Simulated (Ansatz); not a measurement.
Born–Oppenheimer molecular dynamics of BFH$_{5}$NSi (9 atoms, charge 0, multiplicity 1). It starts at the highest image of a converged band. Of that band: The profile has 2 maxima (images 2, 6) with wells between them (image 4): this band takes more than one step, which may be the mechanism or a detour left from its start path. Neighbouring images differ by up to 2.6 eV, so the band resolves the path poorly. A vibrational analysis at the climbing image gives one clearly imaginary mode, 1263i cm⁻¹: a first-order saddle point.

All numbers below come from RKS PBE-D4/6-31G* in Ansatz.

| Quantity | Value |
| --- | --- |
| ensemble | NVE (velocity Verlet) |
| time step | 0.5 fs |
| steps asked | 200 |
| starting velocities drawn for | 100 K |
| seed | 8348 |

Frames 5 fs apart, positions in Å, forces in eV/Å.

Velocities at 15.0 fs (Å/ps):

```
F -0.07 1.21 -1.07
B 6.86 -1.77 -1.48
N -4.68 1.96 -1.48
Si -3.09 -3.37 3.29
H 17.41 -5.08 -1.30
H 11.34 12.54 12.56
H 5.47 50.30 -42.41
H 17.62 10.28 11.22
H 27.06 -5.15 -15.17
```

```xyz
9
Properties=species:S:1:pos:R:3:forces:R:3 time_fs=15.0 energy_less_start_eV=-0.356 T=494
F 0.833 -0.583 -1.849 0.01 -0.10 -0.33
B 0.975 0.446 -1.042 0.80 0.30 0.35
N 0.017 0.557 0.064 -0.80 1.43 -0.61
Si -1.195 -0.888 0.860 -0.42 -0.90 0.74
H 1.842 1.290 -1.200 -0.18 -0.37 -0.06
H 0.165 1.385 0.684 -0.03 -0.59 -0.34
H -0.893 0.754 -0.458 0.57 0.12 0.48
H -0.237 -2.030 0.455 0.00 0.15 0.13
H -0.627 -0.684 2.301 0.04 -0.05 -0.35
9
Properties=species:S:1:pos:R:3:forces:R:3 time_fs=20.0 energy_less_start_eV=-0.467 T=615
F 0.833 -0.578 -1.857 0.08 -0.02 -0.29
B 1.016 0.439 -1.044 -0.17 -0.44 0.81
N -0.015 0.583 0.048 0.02 0.64 -1.72
Si -1.211 -0.908 0.879 0.01 -0.53 0.15
H 1.907 1.223 -1.210 0.14 0.02 0.03
H 0.208 1.345 0.683 0.19 0.25 0.49
H -0.754 0.990 -0.564 -0.23 -0.05 0.41
H -0.152 -1.968 0.516 -0.07 -0.06 -0.16
H -0.487 -0.708 2.209 0.03 0.19 0.28
9
Properties=species:S:1:pos:R:3:forces:R:3 time_fs=25.0 energy_less_start_eV=-0.441 T=587
F 0.834 -0.573 -1.868 0.17 0.12 -0.10
B 1.055 0.424 -1.029 -0.74 -0.65 0.40
N -0.046 0.623 0.009 0.88 1.66 -0.59
Si -1.228 -0.933 0.899 0.72 -0.09 0.19
H 1.996 1.150 -1.210 0.06 -0.01 0.27
H 0.282 1.299 0.747 -0.26 -0.69 -0.48
H -0.662 1.234 -0.583 -0.28 -0.45 0.53
H -0.087 -1.916 0.541 -0.21 -0.14 -0.34
H -0.348 -0.691 2.164 -0.33 0.24 0.11
9
Properties=species:S:1:pos:R:3:forces:R:3 time_fs=30.0 energy_less_start_eV=-0.488 T=639
F 0.837 -0.566 -1.881 0.19 0.07 -0.06
B 1.078 0.397 -1.005 -0.72 -0.05 -0.16
N -0.063 0.685 -0.043 0.67 0.11 -0.55
Si -1.238 -0.958 0.921 1.13 0.28 0.12
H 2.094 1.068 -1.147 -0.32 -0.35 0.45
H 0.320 1.170 0.765 0.05 0.31 0.38
H -0.663 1.386 -0.512 -0.22 -0.34 0.13
H -0.070 -1.895 0.492 -0.28 -0.08 -0.20
H -0.284 -0.621 2.147 -0.50 0.05 -0.11
9
Properties=species:S:1:pos:R:3:forces:R:3 time_fs=35.0 energy_less_start_eV=-0.489 T=641
F 0.842 -0.559 -1.894 0.10 -0.05 -0.28
B 1.083 0.367 -0.984 -1.16 0.10 -0.20
N -0.065 0.750 -0.100 0.43 0.03 1.29
Si -1.239 -0.981 0.944 0.55 0.49 -0.53
H 2.142 0.919 -0.982 0.30 -0.08 0.33
H 0.344 1.066 0.813 -0.43 0.18 -0.76
H -0.731 1.483 -0.409 0.31 -0.51 -0.09
H -0.115 -1.895 0.398 -0.07 -0.07 0.06
H -0.327 -0.538 2.115 -0.03 -0.08 0.19
9
Properties=species:S:1:pos:R:3:forces:R:3 time_fs=40.0 energy_less_start_eV=-0.431 T=575
F 0.849 -0.552 -1.912 -0.03 0.05 -0.55
B 1.067 0.339 -0.967 0.18 0.24 0.35
N -0.060 0.810 -0.139 -0.06 -0.96 0.53
Si -1.236 -1.000 0.962 -0.06 0.62 -0.80
H 2.218 0.731 -0.742 -0.59 -0.36 -0.02
H 0.312 1.039 0.771 0.32 0.68 0.60
H -0.771 1.500 -0.360 -0.25 -0.02 -0.59
H -0.176 -1.911 0.317 0.19 -0.04 0.28
H -0.379 -0.474 2.122 0.31 -0.21 0.21
9
Properties=species:S:1:pos:R:3:forces:R:3 time_fs=45.0 energy_less_start_eV=-0.494 T=645
F 0.855 -0.544 -1.935 -0.11 0.50 -0.45
B 1.052 0.315 -0.942 0.21 -0.75 0.67
N -0.055 0.859 -0.164 -0.60 0.41 1.35
Si -1.232 -1.014 0.974 0.13 0.83 -0.41
H 2.183 0.473 -0.506 -0.30 -0.01 -0.24
H 0.309 1.146 0.774 -0.34 0.25 -0.88
H -0.849 1.482 -0.433 0.70 -0.82 -0.15
H -0.196 -1.935 0.300 0.23 0.02 0.35
H -0.369 -0.464 2.168 0.10 -0.43 -0.23
9
Properties=species:S:1:pos:R:3:forces:R:3 time_fs=50.0 energy_less_start_eV=-0.692 T=865
F 0.859 -0.530 -1.965 -0.15 0.94 -0.01
B 1.040 0.275 -0.902 -0.45 -1.44 0.71
N -0.055 0.905 -0.173 0.34 -1.04 -0.43
Si -1.228 -1.020 0.982 0.36 0.73 -0.32
H 2.083 0.209 -0.316 0.28 0.28 -0.15
H 0.268 1.337 0.677 0.04 0.59 0.50
H -0.861 1.362 -0.569 -0.50 0.16 -0.34
H -0.166 -1.954 0.362 0.09 0.04 0.18
H -0.333 -0.547 2.171 0.00 -0.25 -0.13
9
Properties=species:S:1:pos:R:3:forces:R:3 time_fs=55.0 energy_less_start_eV=-0.729 T=905
F 0.862 -0.504 -1.994 -0.22 1.02 0.62
B 1.021 0.204 -0.847 0.08 -1.19 0.88
N -0.053 0.942 -0.183 -0.76 0.10 -0.71
Si -1.220 -1.021 0.988 0.41 0.51 -0.39
H 2.025 0.009 -0.177 -0.12 0.36 -0.46
H 0.197 1.617 0.586 -0.41 -0.84 -0.94
H -0.900 1.220 -0.753 1.03 -0.09 0.85
H -0.115 -1.965 0.462 -0.05 0.01 -0.19
H -0.292 -0.687 2.153 0.05 0.13 0.34
9
Properties=species:S:1:pos:R:3:forces:R:3 time_fs=60.0 energy_less_start_eV=-0.660 T=829
F 0.862 -0.466 -2.015 -0.20 0.79 1.36
B 1.000 0.108 -0.775 -0.57 -0.05 -0.28
N -0.058 0.970 -0.206 0.57 -2.24 -0.92
Si -1.209 -1.017 0.990 0.71 0.45 0.10
H 1.964 -0.114 -0.124 0.46 0.03 0.07
H 0.071 1.773 0.383 0.39 0.27 0.77
H -0.831 1.103 -0.824 -0.96 0.41 -0.72
H -0.075 -1.971 0.520 -0.11 0.09 -0.46
H -0.251 -0.801 2.196 -0.29 0.26 0.08
9
Properties=species:S:1:pos:R:3:forces:R:3 time_fs=65.0 energy_less_start_eV=-0.526 T=682
F 0.860 -0.418 -2.020 -0.13 0.22 1.69
B 0.971 0.011 -0.708 0.11 0.81 -0.92
N -0.061 0.971 -0.244 -1.29 -0.70 -1.08
Si -1.192 -1.009 0.993 0.60 0.46 0.22
H 1.976 -0.222 -0.076 -0.28 0.01 -0.10
H 0.007 1.885 0.264 0.34 -1.35 -0.05
H -0.845 1.050 -0.958 1.02 0.07 0.86
H -0.058 -1.953 0.475 -0.05 0.26 -0.42
H -0.272 -0.856 2.260 -0.31 0.23 -0.21
9
Properties=species:S:1:pos:R:3:forces:R:3 time_fs=70.0 energy_less_start_eV=-0.557 T=716
F 0.856 -0.368 -2.003 0.05 -0.50 1.18
B 0.942 -0.070 -0.660 0.00 1.25 -1.26
N -0.076 0.950 -0.297 0.76 -2.72 0.74
Si -1.171 -0.997 0.997 -0.15 0.49 -0.52
H 1.942 -0.328 -0.042 -0.26 0.02 0.06
H 0.031 1.804 0.205 0.31 0.59 1.00
H -0.762 1.031 -1.009 -1.04 0.34 -1.08
H -0.052 -1.873 0.334 0.05 0.35 -0.16
H -0.353 -0.856 2.286 0.29 0.19 0.03
```

Of the whole run (100 fs, mean temperature of the second half 858 K): The conserved energy stayed within 0.12 meV per atom of its start (net change 0.1 meV per atom), so the integration is sound. The system heated up, since it started high on the potential surface and ran downhill. A run of 0.1 ps of so small a system gives no equilibrium averages. The orbitals stay closed-shell, which can raise the energy where a bond breaks towards radicals; this wasn't checked here.

The run took 5.3 min on 1 CPU thread of a shared host.
